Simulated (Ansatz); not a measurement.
Total energies of Zn4O4H14 from Ansatz at PBE0-D4/def2-TZVP, gas phase (1 Eh = 27.2114 eV = 2625.5 kJ/mol). The reference geometry is relaxed at r2SCAN-D4/def2-SVP.

```xyz
22

Zn    1.968    0.417   -1.037
O    -0.795   -1.766   -0.932
Zn    2.061   -0.843    1.352
O     1.740    1.084    0.988
O    -1.257    0.456    0.844
Zn   -2.411   -0.626   -0.310
Zn   -0.002    1.839    0.198
O    -2.011    0.570   -1.996
H     1.568   -1.195   -0.236
H     3.305    0.538   -1.805
H     0.109   -1.523   -0.603
H    -0.817   -2.730   -0.993
H     0.251   -1.476    2.382
H     2.902   -1.521    2.449
H     2.355    1.735    1.354
H    -0.153   -0.979    1.947
H    -1.711    0.749    1.646
H    -3.799   -1.268   -0.105
H     0.414    0.989   -1.358
H    -0.283    3.368    0.209
H    -1.036    0.725   -1.976
H    -2.399    1.457   -2.019
```

```json
{"state": "charge 0 singlet", "geometry": "reference", "energy (Eh)": "-7425.75397"}
{"state": "charge 1 doublet", "geometry": "reference", "energy (Eh)": "-7425.41780"}
{"state": "charge 1 doublet", "geometry": "relaxed at r2SCAN-D4/def2-SVP", "energy (Eh)": "-7425.45155"}
{"state": "charge -1 doublet", "geometry": "reference", "energy (Eh)": "-7425.74080"}
{"state": "free Zn atom (singlet)", "geometry": "–", "energy (Eh)": "-1779.14424"}
{"state": "free O atom (triplet)", "geometry": "–", "energy (Eh)": "-75.01860"}
{"state": "free H atom (doublet)", "geometry": "–", "energy (Eh)": "-0.50104"}
```

(1) Work out the vertical ionisation energy to the doublet.

(2) Work out the vertical electron affinity, to the doublet.

(3) Give the fundamental gap IE − EA, the Mulliken electronegativity (IE + EA)/2 and the hardness (IE − EA)/2.

(4) How much does the charge 1 doublet relax, and what is the adiabatic ionisation energy?

(5) What is the binding energy per atom against free atoms?

(1) E(charge 1 doublet) − E(charge 0 singlet) = -7425.41780 − (-7425.75397) = 0.33617 Eh = 9.15 eV. For comparison, −ε of the highest occupied level is 7.47 eV at this level, 1.68 eV less.

(2) E(charge 0 singlet) − E(charge -1 doublet) = -7425.75397 − (-7425.74080) = -0.01317 Eh = -0.36 eV; negative, so the extra electron isn't bound. The basis lacks diffuse functions, which makes affinities too small.

(3) From the values in Eh: IE − EA = 0.33617 − (-0.01317) = 0.34934 Eh = 9.51 eV; (IE + EA)/2 = 4.39 eV; (IE − EA)/2 = 4.75 eV. The HOMO–LUMO gap of the same run is 6.68 eV, 2.83 eV smaller than the fundamental gap.

(4) Relaxation: -7425.41780 − (-7425.45155) = 0.03375 Eh = 0.92 eV. Adiabatic ionisation energy: 0.30242 Eh = 8.23 eV, without zero-point energy. In the charge 1 doublet, H13 and H16 lie 0.77 Å apart (atoms count from 1), so H2 has formed as a molecule.

(5) Atoms: 4 × (-1779.14424) + 4 × (-75.01860) + 14 × (-0.50104) = -7423.66592 Eh. Binding: -7423.66592 − (-7425.75397) = 2.08805 Eh = 56.82 eV, or 2.58 eV for each of 22 atoms (no zero-point energy, no counterpoise term).

At PBE0-D4/def2-TZVP the highest occupied level of the charge -1 doublet lies above zero (up to 1.60 eV). By energy differences it is unbound by 0.36 eV (vertical, against the charge 0 singlet, at PBE0-D4/def2-TZVP) and held by the finite basis.
